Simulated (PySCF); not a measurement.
PySCF job for Mo(F)2(OH)4 (F₂H₄MoO₄), SMILES [OH][Mo]([OH])([OH])([OH])([F])[F], multiplicity 1, TDA-PBE0/def2-SVPD. The structure is a stationary point at r2SCAN-D4/def2-SVP. The spin state was assumed, not searched. The def2 effective core potentials stand for the cores of Mo; spin–orbit coupling is left out. Other conformers were not sampled.

```python
import numpy as np
from pyscf import gto, scf, dft, tdscf

mol = gto.M(
    atom='''
    Mo   -0.00000000    0.00000000    0.07080627
    F     0.32934034   -1.23910343   -1.31089079
    F    -0.32934034    1.23910327   -1.31089094
    O     1.73923192    0.76572277   -0.09166500
    H     1.84791227    1.38511712   -0.83138127
    O    -1.73923192   -0.76572278   -0.09166490
    H    -1.84791227   -1.38511722   -0.83138110
    O     0.83461866   -1.09157887    1.31360288
    H     1.78788795   -1.25988489    1.36696446
    O    -0.83461866    1.09157903    1.31360275
    H    -1.78788794    1.25988506    1.36696431
    ''',
    basis='def2-SVPD',
    ecp={'Mo': 'def2-svp'},
    charge=0,
    spin=0,
    symmetry=True,
    max_memory=1600,
    verbose=4,
)
mf = dft.RKS(mol, xc='pbe0').density_fit(auxbasis='def2-universal-jkfit')
mf.grids.level = 3
mf.conv_tol = 1e-9
mf.max_cycle = 100
mf.kernel()
mf.grids = dft.Grids(mol).set(level=1).build(with_non0tab=True)  # coarser grid for the response kernel
td = tdscf.TDA(mf)
td.singlet = True
td.nstates = 6
td.conv_tol = 1e-4
td.positive_eig_threshold = 1e-6
td.kernel(x0=td.get_init_guess(mf, 11))
td.analyze()
tt = tdscf.TDA(mf)
tt.singlet = False
tt.nstates = 2
tt.conv_tol = 1e-4
tt.positive_eig_threshold = 1e-6
tt.kernel(x0=tt.get_init_guess(mf, 7))
tt.analyze(verbose=3)
```

Log of the run:

```
PySCF version 2.14.0

[INPUT] verbose = 4
[INPUT] num. atoms = 11
[INPUT] num. electrons = 68
[INPUT] charge = 0
[INPUT] spin (= nelec alpha-beta = 2S) = 0
[INPUT] symmetry True subgroup None
[INPUT] Mole.unit = angstrom
[INPUT] Symbol           X                Y                Z      unit          X                Y                Z       unit  Magmom
[INPUT]  1 Mo     0.000000000000   0.000000000000   0.070806270000 AA    0.000000000000   0.000000000000   0.133804458202 Bohr   0.0
[INPUT]  2 F      0.329340340000  -1.239103430000  -1.310890790000 AA    0.622363044371  -2.341566122709  -2.477224572315 Bohr   0.0
[INPUT]  3 F     -0.329340340000   1.239103270000  -1.310890940000 AA   -0.622363044371   2.341565820353  -2.477224855774 Bohr   0.0
[INPUT]  4 O      1.739231920000   0.765722770000  -0.091665000000 AA    3.286671995901   1.447006322643  -0.173221745208 Bohr   0.0
[INPUT]  5 H      1.847912270000   1.385117120000  -0.831381270000 AA    3.492048092523   2.617492007246  -1.571082905393 Bohr   0.0
[INPUT]  6 O     -1.739231920000  -0.765722780000  -0.091664900000 AA   -3.286671995901  -1.447006341541  -0.173221556236 Bohr   0.0
[INPUT]  7 H     -1.847912270000  -1.385117220000  -0.831381100000 AA   -3.492048092523  -2.617492196219  -1.571082584140 Bohr   0.0
[INPUT]  8 O      0.834618660000  -1.091578870000   1.313602880000 AA    1.577200685851  -2.062785107662   2.482349679640 Bohr   0.0
[INPUT]  9 H      1.787887950000  -1.259884890000   1.366964460000 AA    3.378618566910  -2.380837390578   2.583188451414 Bohr   0.0
[INPUT] 10 O     -0.834618660000   1.091579030000   1.313602750000 AA   -1.577200685851   2.062785410018   2.482349433976 Bohr   0.0
[INPUT] 11 H     -1.787887940000   1.259885060000   1.366964310000 AA   -3.378618548013   2.380837711831   2.583188167955 Bohr   0.0

nuclear repulsion = 450.64353603932
point group symmetry = C2
symmetry origin: [ 1.96846470e-10 -3.34638997e-09  1.96846493e-10]
symmetry axis x: [ 1.00000000e+00  6.98965075e-09 -1.03663093e-08]
symmetry axis y: [-6.98965128e-09  1.00000000e+00 -5.14835423e-08]
symmetry axis z: [1.03663090e-08 5.14835425e-08 1.00000000e+00]
num. orbitals of irrep A = 103
num. orbitals of irrep B = 101
number of shells = 82
number of NR pGTOs = 298
number of NR cGTOs = 204
basis = def2-SVPD
ecp = {'Mo': 'def2-svp'}


******** <class 'pyscf.df.df_jk.DFSymAdaptedRKS'> ********
method = DFSymAdaptedRKS
initial guess = minao
damping factor = 0
level_shift factor = 0
DIIS = <class 'pyscf.scf.diis.CDIIS'>
diis_start_cycle = 1
diis_space = 8
diis_damp = 0
SCF conv_tol = 1e-09
SCF conv_tol_grad = None
SCF max_cycles = 100
direct_scf = False
XC library pyscf.dft.libxc version 7.1.2
    S. Lehtola, C. Steigemann, M. J. T. Oliveira, and M. A. L. Marques,  SoftwareX 7, 1–5 (2018)
XC functionals = pbe0
    C. Adamo and V. Barone,  J. Chem. Phys. 110, 6158 (1999)
    M. Ernzerhof and G. E. Scuseria,  J. Chem. Phys. 110, 5029 (1999)
radial grids:
    Treutler-Ahlrichs [JCP 102, 346 (1995); DOI:10.1063/1.469408] (M4) radial grids

becke partition: Becke, JCP 88, 2547 (1988); DOI:10.1063/1.454033
pruning grids: <function nwchem_prune>
grids dens level: 3
symmetrized grids: True
atomic radii adjust function: <function treutler_atomic_radii_adjust>
small_rho_cutoff = 0
Freeze 0 electrons in irreps []
    68 free electrons in irreps A B
Set gradient conv threshold to 3.16228e-05
Initial guess from minao.
tot grids = 146528
******** <class 'pyscf.df.df.DF'> ********
auxbasis = def2-universal-jkfit
init E= -562.661698795838
HOMO (B) = -0.637326640024251  LUMO (A) = -0.382519599845481  gap/eV = 6.93365
cycle= 1 E= -569.882798593863  delta_E= -7.22  |g|=  1.8  |ddm|= 4.83
HOMO (B) = -0.206318184513125  LUMO (A) = -0.180952467451855  gap/eV = 0.69024
cycle= 2 E= -564.931493027985  delta_E= 4.95  |g|= 5.17  |ddm|= 6.84
HOMO (B) = -0.27951058067063  LUMO (A) = -0.036704522277399  gap/eV = 6.60709
cycle= 3 E= -570.313081738778  delta_E= -5.38  |g|= 0.883  |ddm|= 6.19
HOMO (B) = -0.355901249213231  LUMO (A) = -0.163062742758232  gap/eV = 5.24740
cycle= 4 E= -570.481015589958  delta_E= -0.168  |g|= 0.216  |ddm|= 1.41
HOMO (B) = -0.36143901570121  LUMO (A) = -0.152620462884821  gap/eV = 5.68224
cycle= 5 E= -570.485373845734  delta_E= -0.00436  |g|= 0.155  |ddm|= 0.243
HOMO (B) = -0.352537085710186  LUMO (A) = -0.141084846296134  gap/eV = 5.75391
cycle= 6 E= -570.489960268333  delta_E= -0.00459  |g|= 0.0191  |ddm|= 0.149
HOMO (B) = -0.353606863466362  LUMO (A) = -0.140858856841969  gap/eV = 5.78917
cycle= 7 E= -570.490033306615  delta_E= -7.3e-05  |g|= 0.00498  |ddm|= 0.0223
HOMO (B) = -0.35359020350691  LUMO (A) = -0.140803300592051  gap/eV = 5.79023
cycle= 8 E= -570.490036107161  delta_E= -2.8e-06  |g|= 0.00332  |ddm|= 0.00632
HOMO (B) = -0.353702851707543  LUMO (A) = -0.140778932486449  gap/eV = 5.79395
cycle= 9 E= -570.490038230508  delta_E= -2.12e-06  |g|= 0.000697  |ddm|= 0.00325
HOMO (B) = -0.353676237044724  LUMO (A) = -0.140777401160261  gap/eV = 5.79327
cycle= 10 E= -570.490038325038  delta_E= -9.45e-08  |g|= 0.00017  |ddm|= 0.000863
HOMO (B) = -0.353668746787302  LUMO (A) = -0.140783689418078  gap/eV = 5.79290
cycle= 11 E= -570.490038331513  delta_E= -6.47e-09  |g|= 2.02e-05  |ddm|= 0.000212
HOMO (B) = -0.353668553047077  LUMO (A) = -0.140785171045645  gap/eV = 5.79285
cycle= 12 E= -570.490038331774  delta_E= -2.61e-10  |g|= 4.31e-06  |ddm|= 6.99e-05
HOMO (B) = -0.353668716621558  LUMO (A) = -0.140785145565291  gap/eV = 5.79286
Extra cycle  E= -570.49003833176  delta_E= 1.43e-11  |g|= 8.96e-06  |ddm|= 1.27e-05
converged SCF energy = -570.49003833176
tot grids = 49384
Overwritten attributes  positive_eig_threshold  of <class 'pyscf.tdscf.rks.TDA'>


******** <class 'pyscf.tdscf.rks.TDA'> for <class 'pyscf.df.df_jk.DFSymAdaptedRKS'> ********
nstates = 6 singlet
deg_eia_thresh = 1.000e-03
wfnsym = None
conv_tol = 0.0001
eigh lindep = 1e-12
eigh level_shift = 0
eigh max_cycle = 100


Excitation energies (eV)
[4.03438395 4.09762037 4.15432797 4.21401698 4.23470413 4.24847512]

** Singlet excitation energies and oscillator strengths **
Excited State   1:    B      4.03438 eV    307.32 nm  f=0.0012
      32 -> 35        0.11782
      33 -> 36        0.21920
      34 -> 35        0.61233
      34 -> 37       -0.22923
Excited State   2:    A      4.09762 eV    302.58 nm  f=0.0019
      32 -> 36        0.33635
      33 -> 35        0.32649
      34 -> 36        0.51662
Excited State   3:    B      4.15433 eV    298.45 nm  f=0.0010
      32 -> 35       -0.14824
      33 -> 36        0.13908
      34 -> 35       -0.24998
      34 -> 37       -0.62362
Excited State   4:    A      4.21402 eV    294.22 nm  f=0.0017
      32 -> 36        0.38967
      33 -> 35       -0.43882
      33 -> 37       -0.38388
Excited State   5:    B      4.23470 eV    292.78 nm  f=0.0013
      32 -> 35       -0.38278
      33 -> 36        0.53691
      34 -> 37        0.22617
Excited State   6:    A      4.24848 eV    291.83 nm  f=0.0002
      32 -> 36       -0.43894
      33 -> 37       -0.51371
      34 -> 36        0.19725

** Transition electric dipole moments (AU) **
state          X           Y           Z        Dip. S.      Osc.
  1        -0.0688      0.0833      0.0000      0.0117      0.0012
  2         0.0000      0.0000     -0.1384      0.0192      0.0019
  3        -0.0282      0.0949      0.0000      0.0098      0.0010
  4        -0.0000      0.0000     -0.1272      0.0162      0.0017
  5         0.0602     -0.0949      0.0000      0.0126      0.0013
  6         0.0000     -0.0000     -0.0388      0.0015      0.0002

WARN: ECP detected. Skipping calculation of transition velocity and magnetic dipole moments, which have not yet been implemented.



******** <class 'pyscf.tdscf.rks.TDA'> for <class 'pyscf.df.df_jk.DFSymAdaptedRKS'> ********
nstates = 2 triplet
deg_eia_thresh = 1.000e-03
wfnsym = None
conv_tol = 0.0001
eigh lindep = 1e-12
eigh level_shift = 0
eigh max_cycle = 100


Excitation energies (eV)
[3.46349503 3.50969938]

** Triplet excitation energies and oscillator strengths **
Excited State   1:    A      3.46350 eV    357.97 nm  f=0.0000
Excited State   2:    B      3.50970 eV    353.26 nm  f=0.0000
```

The calculation finished and met its thresholds.

Cost: about 5 core-minutes (a rough figure).
